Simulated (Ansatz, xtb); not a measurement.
**Relative energy of two structures of C2HK**

Structure I is a singlet given by its coordinates and structure II is `C#[C][K]`, a singlet. Both are isolated molecules in the gas phase, relaxed with r2SCAN-D4/def2-TZVP.

I (Å):

```xyz
4

C     0.0985    1.1371   -0.0422
C    -0.1515    0.0941   -0.6579
K    -0.9247   -1.6109    1.0621
H     0.3500    2.0956    0.3617
```

Close contacts (Å): C1–C2 1.24, C1–K3 3.13, C2–K3 2.54, C1–H4 1.07.

II (Å):

```yaml
atoms:
  - { symbol: C, position_ang: [0.0000, 0.0000, -0.9934] }
  - { symbol: C, position_ang: [0.0000, 0.0000, 0.2359] }
  - { symbol: K, position_ang: [0.0000, 0.0000, 2.8187] }
  - { symbol: H, position_ang: [0.0000, 0.0000, -2.0612] }
```

Energies in hartree; the thermal terms are from r2SCAN-D4/def2-TZVP harmonic frequencies (ideal gas, rigid rotor, one conformer each, 298.15 K, 1 atm) and include the zero-point energy:

|  | I | II |
| --- | --- | --- |
| E, CCSD(T)/def2-TZVPP | −675.934355 | −675.935754 |
| zero-point energy | 0.016072 | 0.016286 |
| H(298 K) − E | 0.021222 | 0.021813 |
| G(298 K) − E | −0.010754 | −0.009228 |

Q: Work out ΔE, ΔE₀, ΔH and ΔG for I → II in kJ/mol (1 Eh = 2625.50 kJ/mol) and the equilibrium ratio [II]/[I].

A: 1. ΔE = −675.935754 − (−675.934355) = −0.001399 Eh = −3.67 kJ/mol.
2. ΔE₀ = ΔE + ΔZPE = −0.001399 + (+0.000214) Eh = −3.11 kJ/mol.
3. ΔH = ΔE + (+0.000591) Eh = −2.12 kJ/mol.
4. ΔG = ΔE + (+0.001526) Eh = +0.33 kJ/mol, so ΔS = (ΔH − ΔG)/T = −8.2 J/(mol K).
5. kT = 0.9442 mEh, so K = [II]/[I] = exp(−ΔG/kT) = exp(−0.13) ≈ 0.87.

The two are too close for this level to say which is favoured. An error of 4 kJ/mol in ΔG would change K by a factor of 5. Mirror images and further conformers aren't counted.

Other levels gave ΔE = −7.5 (GFN2-xTB); −21.3 (HF/STO-3G, GFN2-xTB geometries); −0.3 (r2SCAN-D4/def2-SVP, GFN2-xTB geometries); −1.7 (r2SCAN-D4/def2-TZVP); −4.3 (HF/def2-TZVPP); −4.3 (MP2/def2-TZVPP) kJ/mol. The correlated steps freeze 7 core orbitals; the last core shell of K is correlated, in a basis made for valence electrons. Programs: Ansatz 0.2.0, xtb 6.7.1.
